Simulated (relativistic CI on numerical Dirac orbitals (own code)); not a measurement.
## Gd⁴⁺ (4f6) in a crystal field

Calculated by Dirac-Coulomb-Breit CI, KLI orbitals optimised for each configuration, QED by a radiative potential, one configuration in a parametric crystal field, unscaled Slater integrals (own radial code). With so little scaling, terms lie 10 to 35 % too far apart, which can change the order of excited levels.

Field parameters in Wybourne normalisation. The field is a parameter set, without covalency.

S is read from ⟨S²⟩ = S(S + 1).

Powder χT (cm³ K mol⁻¹) by Van Vleck's formula, with temperature-independent terms:

| Field | 2 K | 5 K | 10 K | 20 K | 50 K | 100 K | 200 K | 300 K |
| --- | --- | --- | --- | --- | --- | --- | --- | --- |
| D3d, B20 = 2410, B40 = -580, B43 = -910, B60 = -270, B63 = 450, B66 = 310 cm⁻¹ | 0.0124 | 0.0309 | 0.0619 | 0.124 | 0.309 | 0.612 | 1.05 | 1.3 |
| D3h, B20 = -80, B40 = 70, B60 = -540, B66 = 350 cm⁻¹ | 0.00889 | 0.0222 | 0.0445 | 0.0889 | 0.222 | 0.445 | 0.858 | 1.15 |

**Question.** For D3d, B20 = 2410, B40 = -580, B43 = -910, B60 = -270, B63 = 450, B66 = 310 cm⁻¹: what effective moment follows at 300 K?

**Answer.** μ_eff = √(8χT) = 3.23 μB. The LS value g√(J(J + 1)) of the free ion's ⁷F0 level is 0.00 μB. The ground level is a non-magnetic singlet, so χT starts at zero and rises through temperature-independent paramagnetism and the filling of excited levels.
